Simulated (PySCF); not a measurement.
Compound: C7H16FNSi.
Geometry (PBE0-D3(BJ)/def2-SVP, Å), atoms numbered from 1 in this order:
```
atom  x, y, z in Å
C1    -2.4245   -0.6944    1.1316
C2    -1.8156   -0.0552   -0.1106
C3    -2.7590    0.9799   -0.6955
F4    -3.9839    0.4194   -0.9718
C5    -0.4461    0.5616    0.1633
C6     0.2925    1.1129   -1.0593
C7     1.7548    1.1899   -0.6143
N8     1.8561    0.2366    0.4842
Si9    3.3359   -0.1548    1.2892
C10    0.5867   -0.4203    0.7175
H11   -3.4410   -1.0532    0.9188
H12   -2.4866    0.0337    1.9577
H13   -1.8289   -1.5502    1.4807
H14   -1.6849   -0.8398   -0.8798
H15   -2.3587    1.3997   -1.6329
H16   -2.9111    1.8097    0.0194
H17   -0.5626    1.3763    0.9032
H18    0.1837    0.4000   -1.8946
H19   -0.0850    2.0859   -1.4056
H20    2.4341    0.9529   -1.4540
H21    2.0168    2.2099   -0.2745
H22    4.1662   -1.2107    0.6156
H23    4.1742    1.0826    1.3644
H24    3.0021   -0.6504    2.6600
H25    0.4920   -1.3897    0.1803
H26    0.4409   -0.6323    1.7894
```

All values: PBE0/pcSseg-1 (PySCF, non-relativistic), on one gas-phase PBE0-D3(BJ)/def2-SVP geometry that isn't relaxed in the solvent. The solvent is an IEF-PCM continuum (Bondi radii, 1.10 Å for H, scaled by 1.2). Only the electrostatic response of the medium enters.

```tsv
run	E − E(gas) (kcal/mol)	HOMO (eV)	HOMO–LUMO gap (eV)	dipole (D)
gas	0.00	-6.26	7.05	1.01
P	-3.28	-6.08	6.99	1.30
Q	-2.67	-6.10	7.00	1.24
```

The runs were made in tetrahydrofuran and water. Which run belongs to which solvent?

P = water, Q = tetrahydrofuran. The dielectric constants are 7.426 (tetrahydrofuran), 78.36 (water), and the energy falls further as ε rises. In this model the ground state sees the solvent through ε alone.

How constant is the ratio of the lowering to (ε − 1)/(2ε + 1)?

```json
{"solvent": "tetrahydrofuran", "(ε − 1)/(2ε + 1)": "0.405", "E − E(gas) (kcal/mol)": "-2.67", "ratio (kcal/mol)": "-6.6", "polarisation term (kcal/mol)": "-2.97"}
{"solvent": "water", "(ε − 1)/(2ε + 1)": "0.490", "E − E(gas) (kcal/mol)": "-3.28", "ratio (kcal/mol)": "-6.7", "polarisation term (kcal/mol)": "-3.74"}
```

The ratio changes by +1.6 % in size from tetrahydrofuran to water. The polarisation term is half the interaction of the solute with the induced surface charges.
